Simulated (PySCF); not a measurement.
The dipole of `C#CCC(=C)c1cncn1[SiH3]` from its density and from atomic charges.

Coordinates (PBE0-D3(BJ)/def2-SVP, Å) and charges (e) from the PBE0/pcSseg-1 density (PySCF):

| atom | x | y | z | Mulliken | IAO | Hirshfeld | ESP-fitted |
| --- | --- | --- | --- | --- | --- | --- | --- |
| C1 | 2.939 | -1.152 | 1.437 | -0.3749 | -0.2435 | -0.1237 | -0.5123 |
| C2 | 2.581 | -0.331 | 0.624 | +0.1846 | -0.0284 | -0.0452 | +0.1025 |
| C3 | 2.136 | 0.644 | -0.366 | -0.0954 | -0.2667 | -0.0472 | -0.1622 |
| C4 | 0.693 | 0.454 | -0.791 | -0.2931 | +0.0217 | +0.0108 | +0.0898 |
| C5 | 0.395 | 0.155 | -2.066 | -0.0889 | -0.3317 | -0.1072 | -0.5687 |
| C6 | -0.301 | 0.636 | 0.260 | +0.2787 | +0.0147 | +0.0118 | -0.0199 |
| C7 | -0.252 | 1.419 | 1.397 | +0.0138 | -0.0826 | -0.0313 | +0.1001 |
| N8 | -1.413 | 1.326 | 2.105 | -0.3912 | -0.3168 | -0.2059 | -0.5599 |
| C9 | -2.156 | 0.488 | 1.433 | +0.2920 | +0.0456 | +0.0424 | +0.2305 |
| N10 | -1.549 | 0.019 | 0.293 | -0.7763 | -0.3560 | -0.1050 | -0.1301 |
| Si11 | -2.202 | -1.314 | -0.697 | +0.5992 | +0.7173 | +0.3767 | +0.3635 |
| H12 | 3.257 | -1.872 | 2.168 | +0.0654 | +0.2001 | +0.0940 | +0.3272 |
| H13 | 2.261 | 1.660 | 0.048 | +0.1756 | +0.1700 | +0.0603 | +0.0989 |
| H14 | 2.786 | 0.594 | -1.253 | +0.1515 | +0.1686 | +0.0605 | +0.1355 |
| H15 | 1.183 | -0.009 | -2.805 | +0.1165 | +0.1507 | +0.0491 | +0.2275 |
| H16 | -0.635 | 0.094 | -2.425 | +0.1372 | +0.1430 | +0.0388 | +0.2138 |
| H17 | 0.569 | 2.053 | 1.729 | +0.0890 | +0.1572 | +0.0540 | +0.1376 |
| H18 | -3.155 | 0.159 | 1.724 | +0.1169 | +0.1615 | +0.0617 | +0.1042 |
| H19 | -3.339 | -1.837 | 0.109 | -0.0860 | -0.1068 | -0.0652 | -0.0773 |
| H20 | -1.154 | -2.348 | -0.895 | -0.0405 | -0.0967 | -0.0619 | -0.0253 |
| H21 | -2.708 | -0.823 | -2.008 | -0.0740 | -0.1211 | -0.0670 | -0.0754 |

What dipole does each set of charges give (1 e·Å = 4.803 D), and what does the density give?

The full density gives (-0.18, -1.78, -2.60) D, 3.16 D in size; dipole vectors point from the negative to the positive end.

```tsv
scheme	μx	μy	μz	size (D)	share of the full size (%)	angle to the full dipole (°)
Mulliken	-0.24	-0.16	-5.28	5.29	168	33
IAO	-0.80	-2.34	-2.83	3.76	119	10
Hirshfeld	-0.61	-1.28	-1.92	2.39	76	12
ESP-fitted	-0.16	-1.74	-2.61	3.14	100	1
```

Which set comes closest?

Length of the difference vector: ESP-fitted 0.04 D, IAO 0.87 D, Hirshfeld 0.94 D, Mulliken 3.13 D. Closest: ESP-fitted. 

What is left for the Hirshfeld atoms' own dipoles?

The shares of the density sum to the whole, so what Σ q r misses lies in dipoles about the nuclei. The atomic dipoles sum to (-0.18, -1.78, -2.60) − (-0.61, -1.28, -1.92) = (0.43, -0.50, -0.68) D, 0.94 D in size.

With the origin at the mean of the coordinates, (-0.003, 0.001, 0.001) Å, which are the largest single terms, by size, of the Mulliken dipole along the direction of the full one?

N8 +4.51, Si11 +4.15, C9 -1.87, H16 +1.31, C1 +1.27 D; all 21 atoms together +4.45 D. The single terms depend on the origin, their sum doesn't.

Give the size of the full dipole in other units.

3.16 D = 1.241 au = 0.657 e·Å = 10.52 × 10⁻³⁰ C·m.

The structure is a single PBE0-D3(BJ)/def2-SVP conformer in the gas phase; no vibrational or solvent corrections.

These values come from a run that also computed NMR shieldings. The run took 46 s of wall time on Arm Neoverse V2, one thread, shared host with 96 logical CPUs at a one-minute load of 37, and the process peaked at 1.3 GiB of memory.

The values belong to the conformer `[CH:1]#[C:2][CH2:3][C:4](=[CH2:5])[c:6]1[cH:7][n:8][cH:9][n:10]1[SiH3:11]`: C2–C3–C4–C5 -117°, C3–C4–C6–C7 28°.
